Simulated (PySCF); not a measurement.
Computed IR spectrum (relative IR intensity) of a molecule CH5NO2SW, multiplicity 1. Coordinates come from a PBE-D3(BJ)/def2-SVP optimisation. The spin state was assumed, not searched. The def2 effective core potentials stand for the cores of W; spin–orbit coupling is left out. One conformer was computed; it need not be the lowest. The numbers are results of PBE-D3(BJ)/def2-SVP (PySCF), not measurements. Frequencies are harmonic and unscaled.

```
ν (cm⁻¹)  relative intensity
--------  ------------------
271                      6.8
308                       13
377                       13
531                       78
568                       31
634                      7.1
672                       47
942                       56
974                       48
1115                      87
1125                     2.2
1145                     100
1407                     7.2
1414                     6.6
2941                      41
3037                     9.1
3040                     8.2
3509                      70
```

**Question.** Pick the molecule that these values belong to.
A. C[O][W](=[NH])([OH])=[S]
B. C[O][W](=[NH])(=[O])[SH]
C. C[N]=[W]([OH])([OH])=[S]

**Answer.** B, C[O][W](=[NH])(=[O])[SH]
